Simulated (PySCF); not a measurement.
Molecule: `CCCCNC(C)=O`, C$_{6}$H$_{13}$NO.

Geometry:
```
atom   x (Å)   y (Å)   z (Å)
  C1  -2.862  -0.846   0.086
  C2  -1.474  -0.317   0.407
  C3  -1.172   1.021  -0.253
  C4   0.226   1.551   0.043
  N5   1.281   0.694  -0.440
  C6   2.090  -0.020   0.395
  C7   3.081  -0.924  -0.308
  O8   2.016   0.054   1.605
  H9  -2.995  -0.993  -0.998
 H10  -3.646  -0.146   0.419
 H11  -3.051  -1.812   0.578
 H12  -0.714  -1.053   0.090
 H13  -1.349  -0.217   1.498
 H14  -1.311   0.934  -1.347
 H15  -1.905   1.777   0.081
 H16   0.382   1.629   1.129
 H17   0.345   2.563  -0.381
 H18   1.373   0.556  -1.438
 H19   3.793  -1.306   0.433
 H20   3.625  -0.390  -1.102
 H21   2.557  -1.776  -0.769
```

Geometry PBE0-D3(BJ)/def2-SVP throughout; GIAO in PySCF 2.14.0 with density-fitted response routines, gas phase, one conformer, non-relativistic; equivalent atoms averaged; functional PBE0.

Q: How do the absolute shieldings σ depend on the basis set? (a selection of nuclei; ppm; last column core-seconds on shared hosts with different chips, so compare them loosely)

A: 
```
    basis set  functions     C4     C2     C7     N5      O8    H18  H16/H17  H19/H20/H21  H9/H10/H11  core-s
       STO-3G         53  195.5  209.6  211.4  234.4   -54.1  29.43    30.08        31.00       31.91     6.2
     pcSseg-0         98  154.3  172.8  166.6  141.9  -131.9  29.65    29.39        30.75       31.81      12
        6-31G         98  163.1  178.6  175.9  150.4   -79.4  28.72    29.14        30.71       31.56      13
       6-31G*        138  157.4  173.6  172.4  151.5   -47.6  28.29    28.62        30.32       31.03      18
      cc-pVDZ        177  158.9  173.7  174.4  150.5   -57.1  27.59    27.99        29.69       30.43      28
     def2-SVP        177  157.8  173.3  172.6  150.6   -58.4  27.65    28.16        29.74       30.55      24
     pcSseg-1        201  145.8  162.2  161.0  131.7   -93.4  27.28    27.89        29.46       30.31      33
6-311+G(2d,p)        294  148.6  164.3  164.3  131.5   -73.6  27.31    28.04        29.71       30.64      55
  aug-cc-pVDZ        301  157.9  172.0  173.3  146.5   -45.3  26.96    27.82        29.53       30.45      65
    def2-TZVP        326  147.6  163.6  163.9  133.4   -78.1  27.28    28.02        29.72       30.60      73
```

Q: Which nucleus among those listed moves most, in ppm?

A: N5 (amide-type nitrogen): from 131.5 ppm with 6-311+G(2d,p) to 234.4 ppm with STO-3G. The smallest spread is 1.55 ppm, at H19/H20/H21. Proton shifts span only some 12 ppm, so a few tenths of a ppm matter as much there as several ppm in carbon.

Q: Taking the largest basis, def2-TZVP (326 functions), as the yardstick, rank the others by their worst heavy-atom deviation.

A: 6-311+G(2d,p) 4.5 ppm (294 functions), pcSseg-1 15.3 ppm (201 functions), 6-31G 17.1 ppm (98 functions), def2-SVP 19.7 ppm (177 functions), cc-pVDZ 21.0 ppm (177 functions), 6-31G* 30.5 ppm (138 functions), aug-cc-pVDZ 32.8 ppm (301 functions), pcSseg-0 53.9 ppm (98 functions), STO-3G 101.0 ppm (53 functions).

A small basis that lands close on one nucleus may do so by chance; judge by the trend and by all nuclei.
